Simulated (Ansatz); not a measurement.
`O[SiH2][GeH2][OH]` + `[SeH][SiH2][SeH]` → `O[SiH2][SiH2][SeH]` + `[OH][GeH2][SeH]`  (redistribution)

Computed with Ansatz on PBE0-D4/def2-TZVP structures; ΔE is electronic, products minus reactants. CBS: MP2 limit from def2 TZ/QZ plus the TZ coupled-cluster correction, frozen cores. Functionals use def2-TZVPP. B3LYP here is the variant with VWN-RPA as its local correlation; programs differ in this. For Ge, Se outer-core shells are correlated without core-valence functions, which leaves a few kJ/mol of doubt a bond. Scalar relativity is left out up to krypton. One conformer a species, not always the lowest.

```
             level  ΔE (kJ/mol)  difference from CCSD(T)/CBS
            PBE-D4         -5.7                         -7.6
         r2SCAN-D4         -3.4                         -5.3
          B3LYP-D4         -1.9                         -3.8
           ωB97M-V          0.8                         -1.1
            B2PLYP          0.3                         -1.6
               PBE         -4.0                         -5.9
            r2SCAN         -3.0                         -4.9
              PBE0         -2.6                         -4.5
     HF/def2-TZVPP          1.8                         -0.1
    MP2/def2-TZVPP          0.6                         -1.3
SCS-MP2/def2-TZVPP          1.1                         -0.8
   CCSD/def2-TZVPP         -0.4                         -2.3
CCSD(T)/def2-TZVPP         -2.0                         -3.9
SCS-MP2/def2-QZVPP          3.2                          1.3
     MP2/CBS(def2)          4.5                          2.6
    CCSD/CBS(def2)          3.6                          1.7
       CCSD(T)/CBS          1.9                            0
```

Largest T1 diagnostic among the species: 0.012.
